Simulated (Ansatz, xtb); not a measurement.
Two isomers of C5H8Si

We compare I, `C#CC1([SiH3])CC1`, a singlet, with II, `C#C[C@@H]1C[C@H]1[SiH3]`, a singlet. Both are isolated molecules in the gas phase, relaxed with B3LYP-D3(BJ)/def2-SVP.

Problem. Estimate E(II) − E(I) at the level CCSD(T)/def2-SVP + ΔMP2/def2-TZVPP.

Solution. Too close to call at this level: CCSD(T)/def2-SVP + ΔMP2/def2-TZVPP gives E(II) − E(I) = +3.10 kJ/mol.

Level by level:

```tsv
level	geometry	E(II) − E(I) (kJ/mol)	departure from the last row (kJ/mol)	job, with rough time for the two
GFN2-xTB	GFN2-xTB	+1.93	−1.17	optimisation, 1.2 s
HF/STO-3G	GFN2-xTB	−0.20	−3.30	single point, 2.7 s
r2SCAN-D4/def2-SVP	GFN2-xTB	+2.05	−1.06	single point, 14 s
B3LYP-D3(BJ)/def2-SVP	B3LYP-D3(BJ)/def2-SVP	+2.26	−0.84	optimisation, 2.9 min
HF/def2-SVP	B3LYP-D3(BJ)/def2-SVP	−0.17	−3.27	part of the CCSD(T) run
MP2/def2-SVP	B3LYP-D3(BJ)/def2-SVP	+4.83	+1.73	part of the CCSD(T) run
CCSD(T)/def2-SVP	B3LYP-D3(BJ)/def2-SVP	+3.28	+0.18	single point
CCSD(T)/def2-SVP + ΔMP2/def2-TZVPP	B3LYP-D3(BJ)/def2-SVP	+3.10		single point, 2.8 min
```

As drawn, both hold the same kinds of bond in the same numbers.

The largest departure from CCSD(T)/def2-SVP + ΔMP2/def2-TZVPP is that of HF/STO-3G, 3.30 kJ/mol. The last row adds to CCSD(T) the change of the MP2 difference between the two basis sets, here −0.18 kJ/mol.

With thermal terms from frequencies at re-optimised GFN2-xTB minima (ideal gas, soft modes damped towards free rotors, one conformer each, 298.15 K, 1 atm): the zero-point term adds +0.18 kJ/mol; ΔH is +3.18 and ΔG +2.68 kJ/mol.

The correlated steps freeze 10 core orbitals. Mirror images aren't counted in ΔG. Codes used: Ansatz 0.2.0, xtb 6.7.1; the last row on 2 threads of Intel(R) Xeon(R) Processor @ 2.50GHz (Skylake/Cascade Lake) on a shared host.
